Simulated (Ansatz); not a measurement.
**Energy profile**

The step: SiNH₄Cl ([NH2][SiH2][Cl]) + HF → SiH₂ClF ([F][SiH2][Cl]) + NH₃; bonds formed: Si1–F7, N2–H6; bonds broken: Si1–N2, H6–F7 (atoms numbered as in the saddle structure below).

```
9
angstrom
Si -0.7456 -0.3359 -0.1271
N 1.0637 0.0134 -0.0709
H -0.7660 -1.4069 -1.1699
H -1.2894 -0.9830 1.0782
Cl -1.7884 1.1230 -1.1148
H 0.7341 0.7995 0.7727
F -0.2878 1.1617 1.3279
H 1.4401 0.3902 -0.9327
H 1.6393 -0.7618 0.2364
```

Electronic energies by CCSD(T) at an estimated basis limit (MP2 extrapolated from triple and quadruple zeta, plus CCSD(T) − MP2 in triple zeta), on PBE0-D4/def2-TZVP structures; SiNH$_{5}$ClF, singlet; no counterpoise correction. Ansatz 0.2.0; basis: def2-TZVPP and def2-QZVPP; cores frozen in the correlated methods. Extrapolation: Hartree–Fock as exp(−7.88 √X), correlation as X^−2.97.

(1) Give the profile in eV, counted from the separated reactants. (Judge from chemistry; the value comes from the calculation.)

T1 diagnostic: at most 0.011.

## Answers

(1) Computed:
```csv
point,eV
"separated: SiNH$_{4}$Cl (linked as [NH2][SiH2][Cl]; Si1, N2, H3, H4, Cl5, H8, H9; singlet) + HF (H6, F7; singlet)",0.000
start structure,-0.273
saddle,0.589
end structure,-1.028
"separated: SiH$_{2}$ClF (linked as [F][SiH2][Cl]; Si1, H3, H4, Cl5, F7; singlet) + NH$_{3}$ (N2, H6, H8, H9; singlet)",-0.776
```

Steps of this kind, hydrogen fluoride cutting a network bond, underlie vapour etching and the fluorination step of atomic layer etching.

For scale, one of the runs: CCSD(T)/def2-TZVPP, 216 basis functions, launched by `ansatz run in.yaml --threads 4 --pin off --events-out ev --progress --plain --max-ram 9574MiB`. Hardware: 4 CPU threads of an Arm Neoverse V1, shared host. Wall time 72 s; peak host memory 3.1 GiB.
